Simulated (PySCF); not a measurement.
## Run times: phosphorus in aug-cc-pwCVQZ

Measured wall times of calculations with PySCF 2.14 in aug-cc-pwCVQZ, with the non-relativistic Hamiltonian (point nucleus), run from one Python driver. Hardware: 1 thread of Intel(R) Xeon(R) Platinum 8488C on a shared host, 1.3 GiB allowed. The two-electron integrals over 134 functions were computed once and kept in memory (3.6 CPU seconds with the set-up); the times below exclude them. Kohn-Sham runs start from converged Hartree-Fock orbitals.

Launch command (the driver calls PySCF for each step listed in the task file):

```bash
OMP_NUM_THREADS=1 python atomrun2.py TASK.json OUT
```

```tsv
species	step	iterations	wall time (s)
P²⁺ [Ne] 3s1 3p1 3d1	UHF with spin-orbit constants	6	27
P²⁺ [Ne] 3s1 3p1 3d1	LDA	6	1.8
P²⁺ [Ne] 3s1 3p1 3d1	PBE	6	2.3
P²⁺ [Ne] 3s1 3p1 3d1	PBE0	6	4.3
P²⁺ [Ne] 3s1 3p1 3d1	r2SCAN	6	5.6
P²⁺ [Ne] 3s1 3p1 3d1	r2SCAN0	6	6.9
P²⁺ [Ne] 3s1 3p1 3d1	revPBE	6	2.3
P²⁺ [Ne] 3s1 3p1 3d1	M06	5	5.9
P²⁺ [Ne] 3s1 3p1 3d1	MP2 (3 electrons)		0.66
P²⁺ [Ne] 3s1 3p1 3d1	MP2 (11 electrons)		2.3
P²⁺ [Ne] 3s1 3p1 3d1	MP2 (13 electrons)		2.1
```

Peak memory of the process: 0.7 GiB. Times on a shared host vary from run to run.
